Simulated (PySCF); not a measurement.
## Relaxation of singlet SbH₅

These are results of BP86 in PySCF with Sb def2-TZVP with ECP28, H def2-TZVP; scalar-relativistic core potentials, no spin–orbit coupling; density-fitted integrals, not measurements. A (50,194) grid was used.

A hand-made trigonal bipyramidal start, of D3h symmetry, held to at least that symmetry:

```xyz
6
charge 0 multiplicity 1, angstrom
Sb    0.0000    0.0000    0.0000
H     0.0000    0.0000    1.7200
H     0.0000    0.0000   -1.7200
H     1.7200    0.0000    0.0000
H    -0.8600    1.4896    0.0000
H    -0.8600   -1.4896    0.0000
```

What forces act on the atoms at the start (eV/Å)?


```
atom     Fx     Fy     Fz
 Sb1   0.00   0.00   0.00
  H2   0.00   0.00   0.78
  H3   0.00   0.00  -0.78
  H4   0.20   0.00   0.00
  H5  -0.10   0.17   0.00
  H6  -0.10  -0.17   0.00
```

What does it relax to?

It ends at D3h with Sb–H 1.729 Å (×3), Sb–H 1.786 Å (×2); H–Sb–H 90.0° (×6), H–Sb–H 120.0° (×3), H–Sb–H 180.0°. A frequency run shows a minimum. Other isomers or separated fragments may lie lower.

How much energy is released, and in how many steps?

5.0 kJ/mol in 4 steps.

The relaxation took of the order of 2.5 core-minutes on a shared host.
